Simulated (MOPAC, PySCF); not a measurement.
Br2Cl2Si, SMILES `[Si](Br)(Cl)(Br)Cl`, neutral singlet in the gas phase. 

Cartesian coordinates (Å):
```xyz
5

Cl    -0.0381    -1.3320    -1.5658
Si    -0.0111    -0.0315     0.0011
Cl    -0.7710    -0.9582     1.6477
Br     2.0647     0.5922     0.4020
Br    -1.2445     1.7296    -0.4850
```
Charge 0, multiplicity 1.

All levels are single points at this geometry (B3LYP-D3(BJ)/def2-TZVP); Pople sets use spherical d functions. Orbital energies aren't observables, and empty levels follow the basis.

```csv
level,HOMO (eV),LUMO (eV),gap (eV),dipole (D),"vertical IE, Delta-SCF (eV)"
B3LYP-D3(BJ)/def2-TZVP in PySCF,-8.54,-1.63,6.92,0.11,10.67
B3LYP/6-311+G** (LANL2DZ on Br) in PySCF,-8.69,-1.95,6.74,0.01,–
BP86/6-31G* in PySCF,-7.67,-2.56,5.12,0.26,–
HF/STO-3G in PySCF,-9.77,5.10,14.87,1.07,–
PM3 in MOPAC,-11.57,-2.88,8.69,1.52,–
PM7 in MOPAC,-10.82,-2.02,8.79,0.66,–
```
